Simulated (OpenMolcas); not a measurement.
Computed levels of 3d4 in ions with 22 electrons, in cm-1 above 5D0.

```yaml
Program: OpenMolcas 26.06
Method: SS-CASPT2, IPEA 0.25 Eh, imaginary shift 0.1 Eh
Basis: ANO-R2
Scalar_Hamiltonian: X2C, finite nucleus
Spin-orbit_coupling: state interaction with AMFI integrals over the reference wave functions, term energies averaged over their components
```

Active space for each ion: 4 electrons in 10 orbitals (3d 4d); closed shells correlated by CASPT2: 3s 3p.

```csv
Level,Fe4+,Co5+,Cu7+
5D1,149,209,383
5D2,437,609,1102
5D3,849,1177,2090
5D4,1371,1887,3300
3P0(1),24560,27910,33940
3P1(1),25450,29150,36210
3H4,25470,29140,35950
3H5,25810,29620,36870
3H6,26190,30150,37800
```

Question: Estimate 5D4, 3P0(1), 3P1(1) for Ni6+ from its neighbours Co5+ and Cu7+.

Answer: 5D4 is fine structure, which grows about as the fourth power of a screened charge, so the fourth roots are averaged: ((1887^0.25 + 3300^0.25) / 2)^4 = 2520. The calculation gives 2530, so the estimate is off by -0.4 %; the measured value is 2392 (Corliss and Sugar, J. Phys. Chem. Ref. Data 10, 197 (1981)).
3P0(1) is another term, which grows about linearly with the charge: (27910 + 33940) / 2 = 30925. The calculation gives 31120, so the estimate is off by -0.6 %; the measured value is 30077 (Corliss and Sugar, J. Phys. Chem. Ref. Data 10, 197 (1981)).
3P1(1) is another term, which grows about linearly with the charge: (29150 + 36210) / 2 = 32680. The calculation gives 32830, so the estimate is off by -0.5 %; the measured value is 31836 (Corliss and Sugar, J. Phys. Chem. Ref. Data 10, 197 (1981)).

CASPT2 does not keep the components of a term degenerate, so their means are used; among the terms shown or strongly mixed into the levels shown the widest spread is 29 cm-1 (3d4 3H, Ni6+). Active for correlation alone: 4d; no level in the range computed is led by a configuration that fills it, so any true level of that kind is missing. Computed and measured levels are paired by configuration, term and J; levels that our copy of the source lacks, or whose pairing is in doubt (as where it misses far off the trend of its configuration), stay unpaired and out of the deviations. Only configurations of the active space appear.

A number in round brackets counts repeated terms of one configuration in the order of the reference energies.
